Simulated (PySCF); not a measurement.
C2H8FNOSi, SMILES CC[Si@](N)(O)F. Coordinates come from a PBE-D3(BJ)/def2-SVP optimisation. The structure was generated by enumeration; whether it is a known compound was not checked. One conformer was computed; it need not be the lowest.

Computed equilibrium geometry at PBE-D3(BJ)/def2-SVP (PySCF confirms it by a frequency run) as a Z-matrix (one conformer of several):
```
Si
F 1 1.6564
O 1 1.6737 2 105.43
H 3 0.9725 1 113.53 2 26.44
N 1 1.7163 2 114.18 3 -115.65
H 5 1.0209 1 120.74 2 -76.76
H 5 1.0219 6 111.55 1 -149.34
C 1 1.8730 2 105.88 3 122.39
H 8 1.1112 1 107.83 2 -169.90
H 8 1.1121 9 105.86 1 -114.57
C 8 1.5368 9 110.84 10 -119.39
H 11 1.1092 8 111.34 9 -179.54
H 11 1.1093 12 107.46 8 122.87
H 11 1.1103 12 107.38 13 114.55
```
